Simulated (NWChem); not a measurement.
Basis-set convergence for H3AlS2

SMILES: [SH][AlH][SH]
```xyz
6

Al     0.0000     0.0000     0.7512
H      0.0000     0.0000     2.3439
S     -1.8605     0.0000    -0.4221
H     -2.6375     0.0000     0.6986
S      1.8605     0.0000    -0.4221
H      2.6375     0.0000     0.6986
```
Charge 0, spin multiplicity 1.

The numbers come from NWChem runs, not from measurements. The geometry was optimised at PBE/def2-SVP, a minimum by its harmonic frequencies. It is one conformer; others weren't searched.

Quantity: LUMO energy at the level B3LYP.

B3LYP has NWChem's definition, with VWN1-RPA local correlation. The structure started from a generated list of species.

```json
[
 {"basis": "STO-3G", "functions": "30", "LUMO energy (eV)": "4.03"},
 {"basis": "3-21G", "functions": "45", "LUMO energy (eV)": "-1.55"},
 {"basis": "cc-pVDZ", "functions": "69", "LUMO energy (eV)": "-1.15"},
 {"basis": "pcseg-1", "functions": "69", "LUMO energy (eV)": "-1.42"},
 {"basis": "aug-pcseg-1", "functions": "108", "LUMO energy (eV)": "-1.40"},
 {"basis": "aug-cc-pVDZ", "functions": "108", "LUMO energy (eV)": "-1.37"},
 {"basis": "def2-TZVP", "functions": "129", "LUMO energy (eV)": "-1.27"},
 {"basis": "cc-pVTZ", "functions": "144", "LUMO energy (eV)": "-1.27"},
 {"basis": "pcseg-2", "functions": "144", "LUMO energy (eV)": "-1.37"},
 {"basis": "def2-TZVPD", "functions": "162", "LUMO energy (eV)": "-1.34"}
]
```

Smallest basis within 0.1 eV of def2-TZVPD, the largest set run: pcseg-1, with 69 functions against 162 (also within reach: aug-pcseg-1, aug-cc-pVDZ, def2-TZVP, cc-pVTZ, pcseg-2). def2-TZVPD isn't the basis-set limit itself, and a small set can land close by cancellation.
